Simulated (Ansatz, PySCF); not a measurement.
This Ansatz (an electronic-structure program) input computes a PBE/def2-TZVPD energy:

Ansatz 0.2 input:
```yaml
crystal:
  periodic: [false, false, false]
  atoms:
    - {symbol: Si, position_ang: [-1.17798562, 0.01946742, 0.00247763]}
    - {symbol: C, position_ang: [0.51916963, 0.72496342, 0.00106363]}
    - {symbol: C, position_ang: [0.49492219, -0.74172233, -0.00319655]}
    - {symbol: C, position_ang: [1.73454129, -0.02866507, -0.00364822]}
basis:
  gaussian:
    orbitals: def2-TZVPD
hamiltonian:
  xc: {name: PBE}
output: {forces: true}
```

**Question.** Write an input for the same energy in PySCF and say what it gives.

**Answer.** 
```python
from pyscf import gto, scf, dft

mol = gto.M(
    atom='''
    Si   -1.17798562    0.01946742    0.00247763
    C     0.51916963    0.72496342    0.00106363
    C     0.49492219   -0.74172233   -0.00319655
    C     1.73454129   -0.02866507   -0.00364822
    ''',
    basis='def2-tzvpd',
    charge=0,
    spin=0,
    verbose=4,
)

mf = dft.RKS(mol, xc='pbe').density_fit(auxbasis='def2-universal-jkfit')
mf.grids.level = 3
mf.conv_tol = 1e-9
mf.max_cycle = 100
mf.max_memory = 1500
mf.kernel()
if not mf.converged:
    mf = mf.newton()
    mf.kernel(mf.make_rdm1())
mf.analyze()
```
It gives -403.31929 Eh, and Ansatz -403.31924 Eh, a difference of 0.05 mEh, from the treatment of integrals and grids.
